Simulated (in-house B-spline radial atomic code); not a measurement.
A calculation on Pd6+: its settings, and results tabulated from the run. Method: non-relativistic BHandHLYP, spin-polarised, spherical fractional occupations, point nucleus. Calculated with an all-electron radial atomic-structure program (B-spline basis).

Command:
```bash
python run_scf.py task.json out
```
Settings:
```
Z                46
configuration    [Kr] 4d4
hamiltonian      nr
method           bhandhlyp
spin_polarised   True
```

Output (hartree, bohr):
```
 radial grid: 49 intervals, B-splines of order 8, outer radius 15.5224 bohr

 iter        energy (Eh)    residual
    1       -4919.068301    7.30e-01
    2       -4928.321050    3.50e-01
    3       -4930.451891    8.94e-02
    4       -4930.617595    2.81e-02
    5       -4930.629781    1.08e-02
    6       -4930.632406    1.41e-03
    7       -4930.632423    9.50e-05
    8       -4930.632423    1.47e-05
    9       -4930.632423    6.00e-07
   10       -4930.632423    1.85e-08

 total energy                     -4930.63242
 kinetic                            4928.8727
 electron-nucleus                 -11598.2824
 Hartree                            1876.7423
 exact exchange                      -67.8910
 exchange-correlation                -70.0740

 orbital      occ     eigenvalue          <r>       <r^2>       <1/r>       r_max
 1s up      1.000      -871.1159     0.033102  0.00146608     45.4798     0.02191
 1s down    1.000      -871.1157    0.0331018  0.00146606     45.4799     0.02191
 2s up      1.000      -129.4592     0.143678   0.0242608     10.3396      0.1217
 2s down    1.000      -129.4053     0.143657   0.0242539     10.3415      0.1217
 2p up      3.000      -120.3564     0.122951   0.0184034     10.3251     0.09562
 2p down    3.000      -120.3086     0.122921    0.018394     10.3273      0.0956
 3s up      1.000       -26.9343      0.39034    0.174086     3.67358      0.3527
 3s down    1.000       -26.9101     0.390126    0.173821     3.67401      0.3527
 3p up      3.000       -23.2705     0.382921     0.17008     3.58567      0.3396
 3p down    3.000       -23.2410     0.382672    0.169756     3.58587      0.3397
 3d up      5.000       -16.5482     0.356004    0.150847     3.42439      0.2822
 3d down    5.000       -16.4880     0.356344    0.151056     3.42029      0.2827
 4s up      1.000        -6.8849     0.945433     1.00582     1.43842       0.867
 4s down    1.000        -6.6543      0.94377     1.00331     1.44299      0.8637
 4p up      3.000        -5.6623     0.999045      1.1307     1.34347      0.9033
 4p down    3.000        -5.3945     0.999955     1.13461     1.34398      0.9003
 4d up      4.000        -3.5790      1.15718     1.54262     1.12737       1.003
```

Cost of the run: 0.22 s on 1 thread of Intel(R) Xeon(R) Platinum 8488C, with other jobs on the host.

Caution: exact exchange at fractional occupations of open shells leaves self-interaction of up to several eV.
